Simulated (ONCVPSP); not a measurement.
Varying the ONCV potential for vanadium (V)

Base potential:

```
Element                 : vanadium (V)
Generator               : ONCVPSP 4.0.1
Type                    : optimised norm-conserving Vanderbilt (ONCV)
Functional              : PBE
Relativity              : scalar-relativistic
Frozen core             : [Ne]
Valence charge          : 13
Reference configuration : 3s2 3p6 3d3 4s1.75 4p0.25
Partial waves           : 3s+4s: rc 1.65 bohr, ncon 4, nbas 9, qcut 6.8 1/bohr, 2 projectors; 3p+4p: rc 1.60 bohr, ncon 3, nbas 7, qcut 9.8 1/bohr, 2 projectors; 3d: rc 1.10 bohr, ncon 3, nbas 8, qcut 10.1 1/bohr, 2 projectors, debl 2.9 Ha; f scattering state at 0.05 Ha: rc 1.75 bohr, ncon 3, nbas 6, qcut 7.3 1/bohr, 2 projectors, debl 0.5 Ha
Local potential         : polynomial inside 0.95 bohr (lpopt 3, dvloc0 4 Ha)
Core correction         : Teter function fitted to the true core (icmod 2), fcfact 0.35
```

All-electron outer shells of the reference configuration (PBE, scalar-relativistic, ld1.x):

```json
{"shell": "2s", "level (eV)": "-603.00", "outermost node (bohr)": "0.09", "outermost maximum (bohr)": "0.26"}
{"shell": "2p", "level (eV)": "-503.52", "outermost node (bohr)": "–", "outermost maximum (bohr)": "0.21"}
{"shell": "3s", "level (eV)": "-70.61", "outermost node (bohr)": "0.38", "outermost maximum (bohr)": "0.82"}
{"shell": "3p", "level (eV)": "-44.41", "outermost node (bohr)": "0.35", "outermost maximum (bohr)": "0.84"}
{"shell": "3d", "level (eV)": "-5.52", "outermost node (bohr)": "–", "outermost maximum (bohr)": "0.90"}
{"shell": "4s", "level (eV)": "-4.93", "outermost node (bohr)": "1.17", "outermost maximum (bohr)": "2.76"}
{"shell": "4p", "level (eV)": "-1.63", "outermost node (bohr)": "1.30", "outermost maximum (bohr)": "3.63"}
```

Cutoffs, loose and tight: the cutoffs (Ha) at which the residual kinetic energy of the hardest occupied pseudo-wave falls to 1 and 0.1 mHa per electron. They do not see the model core or the augmentation charge, which bear on the density cutoff. Test errors are all-electron minus pseudo excitation energies from the reference, over the configurations 3s2 3p6 3d3 4s2 4p0; 3s2 3p6 3d3 4s1 4p0; 3s2 3p6 3d3 4s0 4p0; 3s2 3p6 3d4 4s1 4p0. A dash means not determined; rows that change the core or the reference have their own tests.

```tsv
change	outcome	cutoff, loose	cutoff, tight	bound ghosts	GHOST(+) flags above zero	largest test error (meV)
base	generated	49 Ha	191 Ha	none	none	+5.0
all radii but the core radius scaled by about 0.76 (s 1.26, p 1.22, d 0.84, f 1.34 bohr); local potential polynomial inside 0.72 bohr (lpopt 3, dvloc0 4 Ha)	generated	330 Ha	564 Ha	none	none	+9.6
all radii but the core radius scaled by about 0.85 (s 1.40, p 1.36, d 0.94, f 1.48 bohr); local potential polynomial inside 0.80 bohr (lpopt 3, dvloc0 4 Ha)	generated	163 Ha	368 Ha	none	none	+7.5
all radii but the core radius scaled by about 0.91 (s 1.50, p 1.46, d 1.00, f 1.60 bohr); local potential polynomial inside 0.86 bohr (lpopt 3, dvloc0 4 Ha)	generated	77 Ha	270 Ha	none	none	+6.5
all radii but the core radius scaled by about 1.10 (s 1.80, p 1.76, d 1.20, f 1.92 bohr); local potential polynomial inside 1.04 bohr (lpopt 3, dvloc0 4 Ha)	generated	45 Ha	55 Ha	none	none	+4.1
all radii but the core radius scaled by about 1.13 (s 1.86, p 1.80, d 1.24, f 1.98 bohr); local potential polynomial inside 1.08 bohr (lpopt 3, dvloc0 4 Ha)	generated	44 Ha	50 Ha	none	none	+4.0
all radii but the core radius scaled by about 1.20 (s 1.98, p 1.92, d 1.32, f 2.10 bohr); local potential polynomial inside 1.14 bohr (lpopt 3, dvloc0 4 Ha)	generated	42 Ha	47 Ha	none	none	+4.0
all radii but the core radius scaled by about 1.25 (s 2.06, p 2.00, d 1.38, f 2.20 bohr); local potential polynomial inside 1.18 bohr (lpopt 3, dvloc0 4 Ha)	generated	41 Ha	46 Ha	none	none	+4.1
all radii but the core radius scaled by about 1.31 (s 2.16, p 2.10, d 1.44, f 2.28 bohr); local potential polynomial inside 1.24 bohr (lpopt 3, dvloc0 4 Ha)	generated	39 Ha	44 Ha	none	none	+4.2
```

Reading the sweep of the scale of all radii but the core radius (base = 1) (base included, trends over the rows without a ghost): The loose cutoff falls from 330 Ha at 0.76 to 39 Ha at 1.31. A larger radius leaves more room for a smooth pseudo-wave, so fewer plane waves are needed; a smaller one forces it to follow the all-electron wave where it bends sharply. The median size of the test errors (rows with all tests solved) stays near 1.4 meV.
